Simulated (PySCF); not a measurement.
FGe, SMILES [F][Ge] (connectivity only; charge and spin as stated), neutral, multiplicity 2.

The structure is a stationary point at PBE-D3(BJ)/def2-TZVPD.

Two levels are set side by side: PBE/def2-TZVPD (PySCF) and ωB97X/def2-TZVPD (PySCF). Same geometry, gas phase. Differences are taken from unrounded values.

```json
[
 {"quantity": "α-spin orbital gap (eV)", "PBE": "0.18"},
 {"quantity": "β-spin orbital gap (eV)", "PBE": "5.14"},
 {"quantity": "dipole moment (D)", "PBE": "1.79"}
]
```

Problem. These are the PBE values. What does ωB97X give? (An estimate is asked for; the answer gives what the named calculation found.)

Solution. 
```csv
quantity,ωB97X,PBE minus ωB97X
α-spin orbital gap (eV),6.40,-6.22
β-spin orbital gap (eV),11.49,-6.35
dipole moment (D),2.03,-0.24
```

Rough cost on one machine, each run with all the roots and properties that it gave: ωB97X against PBE within a factor of 2.
